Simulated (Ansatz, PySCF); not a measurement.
This PySCF input computes a CCSD(T)/cc-pVDZ energy:

```python
from pyscf import gto, scf, mp, cc as ccmod

mol = gto.M(
    atom='''
    B    -0.12105367    0.11598729    0.00517552
    F     0.27464937    1.36756221    0.03055710
    N     1.09191448   -0.87832429   -0.04232871
    N    -1.40558962   -0.34738968    0.01614962
    H     1.67179141   -0.69189011   -0.86735317
    H     1.70110036   -0.73436120    0.76998127
    H    -2.18405702    0.29779238    0.04681999
    H    -1.69241322   -1.31329343   -0.00377086
    H     0.83272842   -1.86624623   -0.06331506
    ''',
    basis='cc-pvdz',
    charge=1,
    spin=0,
    verbose=4,
)

mf = scf.RHF(mol)
mf.conv_tol = 1e-10
mf.max_cycle = 100
mf.kernel()
mp2 = mp.MP2(mf, frozen=4).run()
cc = ccmod.CCSD(mf, frozen=4)
cc.max_cycle = 100
cc.kernel()
et = cc.ccsd_t()
print(f'E(CCSD(T)) = {cc.e_tot + et:.9f}')
```

### Question
Write an input for the same energy in Ansatz (an electronic-structure program) and say what it gives.

### Answer

Ansatz 0.2 input:
```yaml
crystal:
  periodic: [false, false, false]
  atoms:
    - {symbol: B, position_ang: [-0.12105367, 0.11598729, 0.00517552]}
    - {symbol: F, position_ang: [0.27464937, 1.36756221, 0.03055710]}
    - {symbol: N, position_ang: [1.09191448, -0.87832429, -0.04232871]}
    - {symbol: N, position_ang: [-1.40558962, -0.34738968, 0.01614962]}
    - {symbol: H, position_ang: [1.67179141, -0.69189011, -0.86735317]}
    - {symbol: H, position_ang: [1.70110036, -0.73436120, 0.76998127]}
    - {symbol: H, position_ang: [-2.18405702, 0.29779238, 0.04681999]}
    - {symbol: H, position_ang: [-1.69241322, -1.31329343, -0.00377086]}
    - {symbol: H, position_ang: [0.83272842, -1.86624623, -0.06331506]}
basis:
  gaussian:
    orbitals: cc-pVDZ
total_charge: 1
magnetization: {spin_polarized: false}
correlation: {method: ccsd_t, electrons: outside_noble_gas}
```
It gives -236.51653 Eh, and PySCF -236.51653 Eh, a difference of 0.00 mEh.

It need not be the lowest isomer of its formula.
